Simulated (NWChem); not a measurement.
System: CHF$_{2}$NOSi; SMILES O=C=N[SiH](F)F

Here is an NWChem input.

```
start job
memory heap 200 mb stack 900 mb global 1100 mb
geometry units angstroms noautosym nocenter noautoz
  Si    -0.000112     0.895821     0.382210
  F     -1.292258     1.523965    -0.332277
  F      1.290967     1.524575    -0.333681
  N      0.000108    -0.778534     0.135684
  C      0.000551    -1.961619    -0.067089
  O      0.000900    -3.108840    -0.254516
  H      0.000642     1.247016     1.808148
end
basis spherical
  * library def2-svpd
end
dft
  xc b3lyp
  iterations 150
end
property
  response 1 0.0773
end
task dft property
```

Structure relaxed at the PBE0/def2-SVP level.

Field at 589 nm.

### Question
Give the results of this calculation. (B3LYP/def2-SVPD.) Quantities: isotropic polarisability (bohr³); anisotropy (bohr³).

### Answer
```json
{
 "isotropic polarisability (bohr³)": "45.9",
 "anisotropy (bohr³)": "32.5"
}
```
